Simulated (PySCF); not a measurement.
# Polarisability and C₆ of Fe (iron, neutral)

[Ar] 3d6 4s1 4p1, one real determinant (an excited configuration). Calculation: PySCF 2.14, in aug-cc-pwCVTZ-DK (10s9p7d4f3g, 127 functions); the spin-free X2C one-electron Hamiltonian (Gaussian nucleus). Coupled (time-dependent) response in atomic units; α is the mean over directions.

| method | mean α (bohr³) | α xx, yy, zz | C₆ (like pair) | S(−4) |
| --- | --- | --- | --- | --- |
| PBE0 | 83.95 | 68.45, 68.45, 115.0 | 792.2 | 5073 |

S(−4) is the Cauchy moment in α(ω) = α(0) + S(−4) ω² + …

α(iu) at PBE0:

```tsv
u (hartree)	α(iu) (bohr³)
0	83.95
0.0500	73.43
0.100	55.26
0.200	30.51
0.300	18.85
0.500	9.588
0.750	5.577
1.00	3.829
1.50	2.264
2.00	1.550
3.00	0.8884
5.00	0.4167
```

The components differ because the open shell of this determinant is not spherical; for a pure term their mean is the scalar polarisability.

⟨L²⟩ = 8.02 against 12 for a pure F term, so this real determinant mixes terms.
